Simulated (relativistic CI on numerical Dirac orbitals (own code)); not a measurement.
## Calculated levels, Bi37+

Computed by Dirac-Coulomb-Breit CI, KLI orbitals optimised for each configuration, model QED, unscaled Slater integrals (own radial code, finite nucleus).

Configuration list (outside the closed core [Ar] 3d10): 4s²4p⁶4d¹⁰, 4s²4p⁶4d⁹4f, 4s²4p⁵4d¹⁰4f, 4s4p⁶4d¹⁰4f, 4s²4p⁶4d⁹5s, 4s²4p⁶4d⁹5p, 4s²4p⁶4d⁹5d, 4s²4p⁵4d¹⁰5s, 4p⁶4d¹⁰4f², 4p⁶4d⁹4f³, 4p⁵4d¹⁰4f³, 4p⁶4d⁹4f²5s, 4p⁶4d⁹4f²5p, 4p⁶4d⁹4f²5d. Double excitations out of closed p, d and f shells are left out; levels of such configurations are missing from the list, as are those of other unlisted configurations, and high levels can miss mixing partners. These lack a partner that the ground configuration has and come out too high: 4s²4p⁵4d¹⁰5s.

```
No.  Configuration  Term  J   E (eV)    %  Lifetime (s)
  1     4s²4p⁶4d¹⁰    ¹S  0    0.000  100              
  2    4s²4p⁶4d⁹4f   ³P°  0  234.386  100              
  3    4s²4p⁶4d⁹4f   ³P°  1  237.661   81      5.70e-09
  4    4s²4p⁶4d⁹4f   ³H°  5  242.827   58              
  5    4s²4p⁶4d⁹4f   ³D°  2  243.201   51      7.12e-05
  6    4s²4p⁶4d⁹4f   ³F°  3  246.766   58      3.94e-03
  7    4s²4p⁶4d⁹4f   ³G°  4  247.666   47      2.92e-03
  8    4s²4p⁶4d⁹4f   ³H°  6  248.695  100      7.32e-04
  9    4s²4p⁶4d⁹4f   ¹D°  2  250.023   51      9.34e-06
 10    4s²4p⁶4d⁹4f   ³F°  4  254.587   65      2.81e-04
 11    4s²4p⁶4d⁹4f   ³G°  5  256.717   79      1.84e-04
 12    4s²4p⁶4d⁹4f   ³D°  3  257.747   44      8.43e-05
 13    4s²4p⁶4d⁹4f   ³D°  1  261.378   78      5.85e-12
 14    4s²4p⁶4d⁹4f   ³H°  4  272.783   78      4.61e-06
 15    4s²4p⁶4d⁹4f   ¹D°  2  274.813   48      4.19e-06
 16    4s²4p⁶4d⁹4f   ³D°  2  279.550   49      4.78e-06
 17    4s²4p⁶4d⁹4f   ³G°  3  281.170   72      3.89e-06
 18    4s²4p⁶4d⁹4f   ¹H°  5  282.691   42      3.70e-06
 19    4s²4p⁶4d⁹4f   ³F°  3  286.325   34      3.79e-06
 20    4s²4p⁶4d⁹4f   ³G°  4  287.221   48      3.96e-06
 21    4s²4p⁶4d⁹4f   ¹P°  1  322.238   96      1.30e-13
 22   4s²4p⁵4d¹⁰4f    ³D  1  489.739  100      6.79e-13
 23   4s²4p⁵4d¹⁰4f    ³D  2  494.720   71      6.68e-13
 24   4s²4p⁵4d¹⁰4f    ³G  4  495.388   56      6.63e-13
 25   4s²4p⁵4d¹⁰4f    ³F  3  498.969   55      6.57e-13
 26   4s²4p⁵4d¹⁰4f    ³G  5  500.897  100      6.69e-13
 27   4s²4p⁵4d¹⁰4f    ¹F  3  504.736   49      6.68e-13
 28   4s²4p⁵4d¹⁰4f    ³F  4  508.706   69      6.51e-13
 29   4s²4p⁵4d¹⁰4f    ¹D  2  511.764   63      6.97e-13
 30    4s²4p⁶4d⁹5s    ³D  3  543.057  100      9.59e-09
```

Energies count from the lowest computed level; ° marks odd parity; lifetimes are radiative, by E1, M1, E2, M2, E3 decay to levels of this space only; some are left blank where a channel outside the calculation adds to the decay or the decay crosses a small, uncertain gap.

The mean weight of the leading LS term, summed over parents, in these 30 levels is 68 %, and that of the leading jj configuration (from the same eigenvectors) 92 %, so jj coupling describes them better and the LS labels are nominal.

At this charge energies of transitions that change n are usually good to better than 1 %, and those within a shell (Δn = 0) to a few per cent.

LS names give the leading component of a level, which can be under half, so a name can repeat, a term be missing and a line seem to break the LS rules.
